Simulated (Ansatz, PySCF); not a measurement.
Spin states of F2Re (SMILES [F][Re][F]), each relaxed with B3LYP-D3(BJ)/def2-TZVP.
State 1 (charge 0, multiplicity 6):
```xyz
3

Re    -0.011     0.016    -0.023
F     -0.247     1.445    -1.298
F      0.225    -1.414     1.251
```
State 2 (charge 0, multiplicity 4):
```xyz
3

Re    -0.00278     0.02224    -0.01772
F     -0.24203     1.38848    -1.25258
F      0.21154    -1.36335     1.20008
```

Singlets are restricted, other states unrestricted; no spin–orbit coupling, no relativity up to Kr; see below for the cores. The largest T1 diagnostic is 0.019.

Run with Ansatz (a program for electronic structure) with Gaussian orbitals; PySCF for the dispersion terms. Values without a source in brackets are computed. In def2 rows elements past Kr take small-core potentials, without spin–orbit coupling.

### Question
Predict the energy of the multiplicity-4 state less that of the multiplicity-6 state from PBE/def2-TZVPP.

### Answer
0.35 eV
